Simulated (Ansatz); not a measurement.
Basis-set extrapolation for `C[SiH](F)S` (PBE0-D4/def2-TZVP geometry, frozen core, Ansatz). Multiplicity 1, RHF reference.

```tsv
	def2-TZVPP	def2-QZVPP
HF	-826.882569	-826.909957
MP2 correlation	-0.728125	-0.789650
CCSD(T) correlation	-0.798962	not run
```

Energies in hartree. Use E(X) = E(∞) + A·exp(−7.88·√X) for Hartree–Fock and E(X) = E(∞) + B·X^(−2.97) for correlation, with X = 3 and 4, and add CCSD(T) minus MP2 of the smaller set to the MP2 limit.

**Question.** What is the CCSD(T) energy at the basis-set limit?

**Answer.** HF limit: -826.909957 + (-0.027388) × 0.13774 = -826.91373. MP2 limit: -0.789650 + (-0.061525) × 0.74074 = -0.83522. Higher-order term: -0.798962 − (-0.728125) = -0.07084. Total: -827.81979 hartree, 86.8 kcal/mol below CCSD(T)/def2-TZVPP.
